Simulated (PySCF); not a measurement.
How good is the calculation?

Geometry (Å), atoms numbered from 1 in this order:
```xyz
15

C     2.3755   -0.1453   -0.0377
C     0.8837    0.0137    0.0328
C     0.0463   -1.0943    0.2106
C    -1.3396   -0.9611    0.2505
C    -1.8965    0.3037    0.1120
F    -3.2225    0.4427    0.1556
C    -1.0994    1.4270   -0.0650
C     0.2844    1.2719   -0.1021
H     2.7178   -1.0026    0.5598
H     2.7087   -0.3159   -1.0752
H     2.8943    0.7527    0.3279
H     0.4876   -2.0882    0.3240
H    -1.9948   -1.8224    0.3923
H    -1.5693    2.4070   -0.1665
H     0.9145    2.1553   -0.2367
```

[PySCF 2.14: NMR shieldings at HF/pcSseg-1/GIAO; PBE0-D3(BJ)/def2-SVP geometry; J couplings at B3LYP/pcJ-1 (spin–dipole term only in couplings to heteroatoms); one averaged value for each set of equivalent atoms; gas phase; one conformer; non-relativistic Hamiltonian]

Reference values: measured (G. Saielli, R. Bini, A. Bagno, Computational 19F NMR. 2. Organic compounds, RSC Adv. 2014, ESI (exp. from Berger-Braun-Kalinowski 1994 and Everett 1995)).
| atoms | quantity | reference | computed |
| --- | --- | --- | --- |
| F6 | δ ¹⁹F vs CFCl3 | -119.2 | -100.4 |

Computed shifts are σ(ref) − σ with the named reference compound (TMS for H and C) calculated as an isolated molecule at the same level.

Coupling constants in Hz (some tables give magnitudes without signs):
| coupling | reference | computed | source |
| --- | --- | --- | --- |
| ¹J(C5,F6) | 243.5 | -312.8 | measured; liquid or solution; F. J. Weigert, PhD thesis, Caltech 1968 (Carbon-13 magnetic resonance spectroscopy) |
| ²J(C4,F6) | 21.1 | 18.9 | measured; liquid or solution; F. J. Weigert, PhD thesis, Caltech 1968 (Carbon-13 magnetic resonance spectroscopy) |
| ³J(C3,F6) | 7.8 | 4.8 | measured; liquid or solution; F. J. Weigert, PhD thesis, Caltech 1968 (Carbon-13 magnetic resonance spectroscopy) |
| ⁴J(C2,F6) | 2.9 | 6.6 | measured; liquid or solution; F. J. Weigert, PhD thesis, Caltech 1968 (Carbon-13 magnetic resonance spectroscopy) |
